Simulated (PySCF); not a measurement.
How methods differ on the ionisation energy of Sr²⁺

Sr²⁺ [Kr] (1S) → Sr³⁺ [Ar] 3d10 4s2 4p5 (2P), as a difference of total energies. Calculation: PySCF 2.14, in cc-pVDZ-X2C; the spin-free X2C one-electron Hamiltonian (Gaussian nucleus). Correlated levels: valence: [Ar] 3d10 4s2 frozen. The calculations carry no spin-orbit coupling.

```json
{"method": "UHF", "ionisation energy (eV)": "42.594", "difference from reference (eV)": "-0.290"}
{"method": "PBE", "ionisation energy (eV)": "43.600", "difference from reference (eV)": "+0.716"}
{"method": "BP86", "ionisation energy (eV)": "43.730", "difference from reference (eV)": "+0.846"}
{"method": "MP2 (valence)", "ionisation energy (eV)": "42.955", "difference from reference (eV)": "+0.071"}
{"method": "SCS-MP2 (valence)", "ionisation energy (eV)": "42.929", "difference from reference (eV)": "+0.045"}
{"method": "CCSD (valence)", "ionisation energy (eV)": "42.986", "difference from reference (eV)": "+0.102"}
{"method": "CCSD(T) (valence)", "ionisation energy (eV)": "42.989", "difference from reference (eV)": "+0.105"}
```

Reference: 42.884 eV (measured; NIST Atomic Spectra Database, ionization energies).

The reference lies between the lowest fine-structure levels, while these numbers refer to the centres of the terms.

Errors of the correlated levels include the incompleteness of this basis and the frozen core.
